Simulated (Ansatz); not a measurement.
Consider the redistribution: `[SiH3][O][Zn][Cl]` + `C[O][Ga]([SH])[Br]` → `[Cl][Zn][Br]` + `C[O][Ga]([SH])[O][SiH3]`.

Program: Ansatz. Geometries: PBE0-D4/def2-TZVP. ΔE: electronic, gas phase. CCSD(T)/CBS adds triple-zeta CCSD(T) − MP2 to the extrapolated MP2 energy (def2 sets, frozen cores). Functionals use def2-TZVPP. B3LYP here is the variant with VWN-RPA as its local correlation; programs differ in this. For Br, Ga, Zn outer-core shells are correlated without core-valence functions, which leaves a few kJ/mol of doubt a bond. Scalar relativity is left out up to krypton. One conformer a species, not always the lowest.

`[SiH3][O][Zn][Cl]`:

```xyz
7

Si    1.011    0.614    0.275
O    -0.374   -0.199    0.528
Zn   -1.701   -1.024   -0.269
Cl   -3.308   -2.018   -1.132
H     0.778    1.842   -0.538
H     2.008   -0.226   -0.449
H     1.585    1.012    1.586
```

`C[O][Ga]([SH])[Br]`:

Z-matrix (Å, degrees):
```
C
O 1 1.409
H 1 1.096 2 113.1
H 1 1.094 2 109.4 3 120.7
H 1 1.094 2 109.5 3 -120.7
Ga 2 1.767 1 124.5 3 0.7
Br 6 2.278 2 119.3 1 -0.2
S 6 2.176 2 118.9 1 179.8
H 8 1.346 6 91.6 2 -0.0
```

`[Cl][Zn][Br]`:

```xyz
3

Cl   -2.036    0.080   -0.626
Zn   -0.042    0.002   -0.013
Br    2.078   -0.082    0.640
```

`C[O][Ga]([SH])[O][SiH3]`:

```xyz
13

C     1.167    0.824    1.310
O    -0.222    0.779    1.540
Ga   -1.374    0.055    0.402
S    -3.492    0.010    0.879
O    -0.816   -0.617   -1.138
Si    0.522   -0.968   -2.000
H     1.588    1.644    1.898
H     1.654   -0.107    1.624
H     1.423    1.003    0.258
H    -3.280    0.619    2.059
H     1.492   -1.756   -1.188
H     1.204    0.277   -2.452
H     0.133   -1.764   -3.192
```

Question: Is it downhill or uphill in electronic energy at CCSD(T)/CBS, and by how much? (Estimate.)

Answer: Computed: Downhill: ΔE = -0.31 eV.

Question: What do these levels give: PBE-D4, r2SCAN-D4, B2PLYP, PBE, PBE0, B3LYP, SCS-MP2/def2-TZVPP, CCSD/def2-TZVPP, MP2/def2-QZVPP, HF/CBS(def2), MP2/CBS(def2), CCSD/CBS(def2)? (An estimate is asked.)

Answer: Ansatz gave: PBE-D4 -0.24, r2SCAN-D4 -0.28, B2PLYP -0.26, PBE -0.22, PBE0 -0.28, B3LYP -0.27, SCS-MP2/def2-TZVPP -0.25, CCSD/def2-TZVPP -0.29, MP2/def2-QZVPP -0.26, HF/CBS(def2) -0.44, MP2/CBS(def2) -0.28, CCSD/CBS(def2) -0.33 eV.

Largest T1 diagnostic among the species: 0.015.

From PBE to PBE0 (25 % exact exchange), in def2-TZVPP and without D4, ΔE moves by −0.06 eV. In def2-TZVPP, CCSD(T) changes the Hartree–Fock value by +0.17 eV (the triples alone add +0.02 eV) and MP2 by +0.21 eV.
